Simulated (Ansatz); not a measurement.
Consider the formal hydrolysis of a Ge–S bond: `C[O][Ge]([SH])([Cl])[Cl]` + H₂O → `C[O][Ge]([OH])([Cl])[Cl]` + H₂S.

Program: Ansatz. Geometries: PBE0-D4/def2-TZVP. ΔE: electronic, gas phase. CBS: MP2 limit from def2 TZ/QZ plus the TZ coupled-cluster correction, frozen cores. This one scheme is used for every species. Functionals use def2-TZVPP. For Ge outer-core shells are correlated without core-valence functions, which leaves a few kJ/mol of doubt a bond. Scalar relativity is left out up to krypton. Each species was taken in one conformer, which may not be the lowest.

CCSD(T)/CBS gives +0.13 eV.

Problem. Another level gave +0.09 eV. Which?
A. ωB97M-V/def2-TZVPP
B. PBE-D4/def2-TZVPP
C. PBE/def2-TZVPP
D. HF/def2-TZVPP

Solution. A. ωB97M-V 0.09, PBE 0.16, PBE-D4 0.20, HF/def2-TZVPP -0.08 eV.

Largest T1 diagnostic among the species: 0.011.

In def2-TZVPP, CCSD(T) changes the Hartree–Fock value by +0.15 eV (the triples alone add +0.03 eV) and MP2 by +0.21 eV. The D4 term adds +0.07 eV with B3LYP and +0.04 eV with PBE0; it sums over pairs of atoms, weighted by their polarisabilities, and B3LYP, whose exchange is more repulsive, gets the larger term.

B3LYP here is the variant with VWN-RPA as its local correlation; programs differ in this.
